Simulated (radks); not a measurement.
Q: Neutral niobium is in [Kr] 4d4 5s1. Calculated with a radial shooting solver on a logarithmic mesh with Libxc functionals: scalar-relativistic Kohn-Sham, r2SCAN, spin-polarised, spherical densities, finite nucleus; meta-GGA in the generalised Kohn-Sham scheme; Fermi nuclear charge, rms radius of each element as measured or else 0.836 A^(1/3) + 0.57 fm. Open shells are filled with parallel spins first. One electron is removed from 4d, 5s, 4s, 4p in turn, with full relaxation. Which removal costs least, and what does each cost?

A: 5s 7.181 eV; 4d 7.964 eV; 4p 38.028 eV; 4s 63.077 eV. The 5s electron leaves first.
